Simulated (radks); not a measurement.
Valence configurations of the chromium ion Cr3+ (all share [Ar]). All-electron calculation, scalar-relativistic Kohn-Sham, PBE, spin-polarised, spherical densities, point nucleus; open shells are filled with parallel spins first. Program: a radial shooting solver on a logarithmic mesh with Libxc functionals. Energies are relative to 3d3; eigenvalues in eV for spin up.

[
 {"valence": "3d3", "E (eV)": "0.000", "moment (Bohr magnetons)": "3", "e(3d)": "-40.413", "e(4p)": "-", "e(4s)": "-"},
 {"valence": "3d2 4p1", "E (eV)": "19.563", "moment (Bohr magnetons)": "3", "e(3d)": "-48.151", "e(4p)": "-26.195", "e(4s)": "-"},
 {"valence": "3d1 4s2", "E (eV)": "31.168", "moment (Bohr magnetons)": "1", "e(3d)": "-54.224", "e(4p)": "-", "e(4s)": "-34.373"},
 {"valence": "3d1 4p2", "E (eV)": "44.063", "moment (Bohr magnetons)": "3", "e(3d)": "-56.215", "e(4p)": "-29.072", "e(4s)": "-"},
 {"valence": "3d1 4s1 4p1", "E (eV)": "36.836", "moment (Bohr magnetons)": "3", "e(3d)": "-55.304", "e(4p)": "-28.605", "e(4s)": "-35.835"},
 {"valence": "3d2 4s1", "E (eV)": "12.771", "moment (Bohr magnetons)": "3", "e(3d)": "-47.181", "e(4p)": "-", "e(4s)": "-32.446"},
 {"valence": "3d2.5 4s0.5", "E (eV)": "5.899", "moment (Bohr magnetons)": "3", "e(3d)": "-43.733", "e(4p)": "-", "e(4s)": "-30.969"},
 {"valence": "3d0.5 4s2 4p0.5", "E (eV)": "45.342", "moment (Bohr magnetons)": "1", "e(3d)": "-58.475", "e(4p)": "-28.749", "e(4s)": "-36.107"},
 {"valence": "3d2.5 4p0.5", "E (eV)": "9.186", "moment (Bohr magnetons)": "3", "e(3d)": "-44.232", "e(4p)": "-24.672", "e(4s)": "-"},
 {"valence": "4s1 4p2", "E (eV)": "66.353", "moment (Bohr magnetons)": "3", "e(3d)": "-", "e(4p)": "-31.275", "e(4s)": "-38.952"}
]

NIST lists [Ar] 3d3 as the ground configuration; this level of theory agrees among the configurations tried. The energies are those of spherical high-spin densities, not of single terms.
